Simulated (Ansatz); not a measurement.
Reaction (SMILES): C[SiH](C)[SiH3] -> C[Si](C)[SiH3] + H atom (the H-Si bond at the site shown breaks; other sites are not compared here)
Geometries: B3LYP-D3(BJ)/def2-TZVP minima from Ansatz (a quantum-chemistry and plane-wave program).

Quantity: bond dissociation energy (electronic energy difference), in kcal/mol. Cores are frozen in the correlated levels unless marked. UHF or UKS for open shells. Spin-orbit coupling is left out. Non-relativistic. Basis-set limits of correlation are two-point, X^-3; Hartree-Fock from the larger set.

```json
[
 {"level": "HF/6-31G", "program": "Ansatz", "bond dissociation energy (kcal/mol)": "68.3"},
 {"level": "HF/aug-cc-pV(D+d)Z", "program": "Ansatz", "bond dissociation energy (kcal/mol)": "74.6"}
]
```

Problem. Predict the CCSD(T)/CBS(cc-pV(T+d)Z,cc-pV(Q+d)Z) result (Ansatz).

Solution. 95.3 kcal/mol, so HF/aug-cc-pV(D+d)Z differs from it by -20.7 kcal/mol.
